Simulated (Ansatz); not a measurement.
Stepwise reaction of `C[SiH3]` with hydrogen chloride, as a gas-phase model of exchange steps in deposition or etching. ΔE in kJ/mol; ΔG adds harmonic PBE0-D4 terms to CCSD(T)/CBS, at 1 bar.

Isolated molecules relaxed with PBE0-D4/def2-TZVP in Ansatz; ΔE leaves out vibrations. CCSD(T)/CBS is the MP2 limit (def2-TZVPP, def2-QZVPP) plus CCSD(T) − MP2 in def2-TZVPP, frozen cores. This one scheme is used for every species. DFT in def2-TZVPP. B3LYP here is the variant with VWN-RPA as its local correlation; programs differ in this.

| step | reaction | PBE-D4 | B3LYP-D4 | ωB97M-V | CCSD(T)/CBS | ΔG(600 K) |
| --- | --- | --- | --- | --- | --- | --- |
| 1 | `C[SiH3]` + HCl → `C[SiH2]Cl` + H₂ | -80.8 | -80.4 | -82.6 | -82.4 | -79.7 |
| 3 | `C[SiH](Cl)Cl` + HCl → `C[Si](Cl)(Cl)Cl` + H₂ | -82.6 | -80.5 | -82.3 | -80.2 | -65.6 |

Give the row of step 2, `C[SiH2]Cl` + HCl → `C[SiH](Cl)Cl` + H₂. (Best estimate.)

Ansatz gave: 
```
step                                 reaction  PBE-D4  B3LYP-D4  ωB97M-V  CCSD(T)/CBS  ΔG(600 K)
   2  `C[SiH2]Cl` + HCl → `C[SiH](Cl)Cl` + H₂   -85.8     -84.0    -86.1        -84.8      -76.2
```

By hand: ΔE of the 3 steps together at CCSD(T)/CBS.

(-82.4) + (-84.8) + (-80.2) = -247.4 kJ/mol, or -82.5 kJ/mol a step.

In ΔE the steps differ by no more than 4.6 kJ/mol. All are downhill at CCSD(T)/CBS. ΔG lies between -79.7 and -65.6 kJ/mol a step. PBE-D4 differs from CCSD(T)/CBS by -2.4 to 1.6 kJ/mol a step. Isolated molecules leave out the surface, adducts and barriers. Largest T1 diagnostic: 0.010.
